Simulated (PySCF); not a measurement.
CH₃Te, SMILES C[Te] (connectivity only; charge and spin as stated), charge +1, multiplicity 1.

Coordinates come from a B3LYP-D3(BJ)/def2-TZVP optimisation. The multiplicity is an assumed one; other spin states were not compared. The isomer is the one that the SMILES or the coordinates give; other isomers of the formula were not compared. The def2 effective core potentials stand for the cores of Te; spin–orbit coupling is left out.

Computed with PBE0/def2-TZVPD (PySCF).

Symmetry labels are those of the subgroup Cs that the program uses (full group Cs).

Computed valence orbital energies around the gap with their symmetry:
```
orbital  symmetry  energy (eV)
-------  --------  -----------
HOMO−7         A"       -51.66
HOMO−6         A'       -51.65
HOMO−5         A'       -26.93
HOMO−4         A'       -23.07
HOMO−3         A"       -18.14
HOMO−2         A'       -17.96
HOMO−1         A'       -15.86
HOMO           A"       -12.98
LUMO           A'       -11.71
LUMO+1         A'        -6.18
LUMO+2         A'        -4.23
LUMO+3         A'        -3.15
```
